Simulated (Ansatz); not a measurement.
The same molecule with X = B, Al, In. Ansatz, PBE0-D4/def2-TZVP geometries, multiplicity 1. Each molecule was computed in one conformer, which needn't be the lowest.

Elements past krypton have def2 core potentials.

| X | molecule | mean X–H bond length / Å | mean X–N bond length / Å | mean X–O bond length / Å | HOMO–LUMO gap (PBE/def2-TZVPP) / eV | HOMO energy (ωB97M-V/def2-TZVPP) / eV | HOMO energy (PBE0/def2-TZVPP) / eV |
| --- | --- | --- | --- | --- | --- | --- | --- |
| B | `CNBO` | 1.203 | 1.395 | 1.374 | 6.15 | -9.45 | -7.11 |
| In | `C[NH][InH][OH]` | 1.692 | 2.005 | 1.990 | 3.72 | -8.80 | -6.47 |

Question: Give the row for X = Al, `C[NH][AlH][OH]`. (Best estimate.)

Answer: Ansatz gave: 
```csv
X,molecule,mean X–H bond length / Å,mean X–N bond length / Å,mean X–O bond length / Å,HOMO–LUMO gap (PBE/def2-TZVPP) / eV,HOMO energy (ωB97M-V/def2-TZVPP) / eV,HOMO energy (PBE0/def2-TZVPP) / eV
Al,`C[NH][AlH][OH]`,1.573,1.768,1.696,4.84,-9.15,-6.81
```

From B to In the mean X–H bond length rises at each step, by 0.489 Å in all; the mean X–N bond length rises at each step, by 0.610 Å in all; the mean X–O bond length rises at each step, by 0.616 Å in all; the HOMO–LUMO gap (PBE/def2-TZVPP) falls at each step, by 2.43 eV in all; the HOMO energy (ωB97M-V/def2-TZVPP) rises at each step, by 0.65 eV in all; the HOMO energy (PBE0/def2-TZVPP) rises at each step, by 0.64 eV in all. Bonds lengthen as the atom grows down the group.
